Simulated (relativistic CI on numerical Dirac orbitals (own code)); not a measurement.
# d5 in a ligand field

Computed with a parametric ligand-field model of a d^n configuration (Racah B and C, spin-orbit zeta, crystal field), exact diagonalisation.

Field parameters in Wybourne normalisation: Oh B⁴₀ = 21Dq, B⁴₄ = √(5/14) B⁴₀; Td as Oh with Dq negative (B⁴₀ = 21Dq, B⁴₄ = √(5/14) B⁴₀). The field is a parameter set, without covalency.

**Question.** Ground term and bands for B = 830, C = 2910, ζ = 0 cm⁻¹, Oh, 10Dq = 3950 cm⁻¹?

**Answer.** Ground term 6A1 with 2.00 electrons in the two orbitals of the cubic e set. Spin-allowed: none. Lowest spin-forbidden: 4T1 20486 cm⁻¹ (488 nm), 4T2 22398 cm⁻¹ (446 nm), 4A1+E 22850 cm⁻¹ (438 nm). A high-spin d5 ion has no spin-allowed d-d band, hence its pale colour.

**Question.** A d5 ion in Oh symmetry has the ground term 2T2 and bands at 4T1 11340 cm⁻¹ (882 nm), 4T2 14144 cm⁻¹ (707 nm), 6A1 16772 cm⁻¹ (596 nm), 2A2 17476 cm⁻¹ (572 nm), 2T1 17600 cm⁻¹ (568 nm), 2T2 18657 cm⁻¹ (536 nm), 2E 19573 cm⁻¹ (511 nm). Which parameters reproduce them?

**Answer.** B = 370, C = 1790, ζ = 0 cm⁻¹, Oh, 10Dq = 19700 cm⁻¹.

**Question.** Ground term and bands for B = 430, C = 2090, ζ = 0 cm⁻¹, Oh, 10Dq = 28850 cm⁻¹?

**Answer.** Ground term 2T2 with 0.02 electrons in the two orbitals of the cubic e set. Spin-allowed: 2A2 26140 cm⁻¹ (383 nm), 2T1 26286 cm⁻¹ (380 nm), 2T2 27576 cm⁻¹ (363 nm), 2E 28631 cm⁻¹ (349 nm). Lowest spin-forbidden: 4T1 18982 cm⁻¹ (527 nm), 4T2 22285 cm⁻¹ (449 nm), 6A1 31156 cm⁻¹ (321 nm).

**Question.** Ground term and bands for B = 800, C = 2890, ζ = 0 cm⁻¹, Oh, 10Dq = 38900 cm⁻¹?

**Answer.** Ground term 2T2 with 0.03 electrons in the two orbitals of the cubic e set. Spin-allowed: 2A2 34875 cm⁻¹ (287 nm), 2T1 35174 cm⁻¹ (284 nm), 2T2 37392 cm⁻¹ (267 nm), 2E 39019 cm⁻¹ (256 nm). Lowest spin-forbidden: 4T1 24567 cm⁻¹ (407 nm), 4T2 30681 cm⁻¹ (326 nm), 6A1 38451 cm⁻¹ (260 nm).

**Question.** Ground term and bands for B = 340, C = 1290, ζ = 0 cm⁻¹, Td, 10Dq = -3300 cm⁻¹?

**Answer.** Ground term 6A1 with 2.00 electrons in the two orbitals of the cubic e set. Spin-allowed: none. Lowest spin-forbidden: 4T1 7424 cm⁻¹ (1347 nm), 4T2 9011 cm⁻¹ (1110 nm), 2T2 9780 cm⁻¹ (1023 nm). A high-spin d5 ion has no spin-allowed d-d band, hence its pale colour.
